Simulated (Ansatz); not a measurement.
Calculated with Ansatz (gas phase, PBE0-D4/def2-TZVP geometries, no zero-point term in ΔE). CBS: MP2 limit from def2 TZ/QZ plus the TZ coupled-cluster correction, frozen cores. This one scheme is used for every species. Functionals use def2-TZVPP. For Se outer-core shells are correlated without core-valence functions, which leaves a few kJ/mol of doubt a bond. Scalar relativity is left out up to krypton. One conformer a species, not always the lowest.

Reaction (ligand exchange at the Si–Se bond): `NC[Se][SiH3]` + `[SiH3]P` → `[SiH3]P[SiH3]` + `NC[SeH]`

`NC[Se][SiH3]`:

```xyz
11

N    -0.897    0.058   -1.035
C     0.215    0.967   -0.956
Se    1.726    0.104   -0.032
Si    0.397   -0.867    1.542
H    -0.706   -0.708   -1.667
H    -1.743    0.528   -1.336
H     0.627    1.310   -1.912
H    -0.075    1.838   -0.368
H    -0.564    0.124    2.087
H    -0.323   -2.071    1.064
H     1.343   -1.284    2.611
```

`[SiH3]P`:

```xyz
7

Si   -0.138    0.334    0.735
P     0.766   -0.076   -1.290
H    -0.610    1.743    0.749
H     0.930    0.172    1.756
H    -1.275   -0.559    1.080
H    -0.494   -0.133   -1.945
H     0.820   -1.481   -1.085
```

`[SiH3]P[SiH3]`:

```xyz
10

Si   -0.215    1.487    0.747
P    -0.714    0.365   -1.139
Si    0.098   -1.615   -0.444
H    -0.399    2.941    0.500
H     1.170    1.250    1.232
H    -1.174    1.046    1.793
H     0.478    0.745   -1.816
H     0.154   -2.542   -1.605
H    -0.850   -2.155    0.565
H     1.451   -1.522    0.167
```

`NC[SeH]`:

Z-matrix (Å, degrees):
```
C
Se 1 1.960
N 1 1.440 2 112.2
H 1 1.091 2 104.7 3 -118.3
H 1 1.095 2 105.8 3 127.9
H 2 1.469 1 95.0 3 -92.8
H 3 1.012 1 111.3 2 65.6
H 3 1.014 1 110.6 2 -174.1
```

| level | ΔE (kJ/mol) |
| --- | --- |
| revPBE-D4 | 36.8 |
| CCSD(T)/def2-TZVPP | 41.4 |

Task: What does CCSD(T)/CBS give? (An estimate is asked.)

Result: Computed: +41.7 kJ/mol. The listed levels differ from it by -4.9, -0.3 kJ/mol.

Largest T1 diagnostic among the species: 0.013.

From BLYP to BHLYP (50 % exact exchange), in def2-TZVPP and without D4, ΔE moves by +4.7 kJ/mol. At CCSD(T), def2-SVP lies +5.4 kJ/mol from the extrapolated value and def2-TZVPP −0.4 kJ/mol. Leaving LDA and LC-ωPBE aside and taking each functional with its dispersion term where it has one, the values, not all of them listed here, spread over 7.8 kJ/mol, from B97M-V to ωB97M-V.
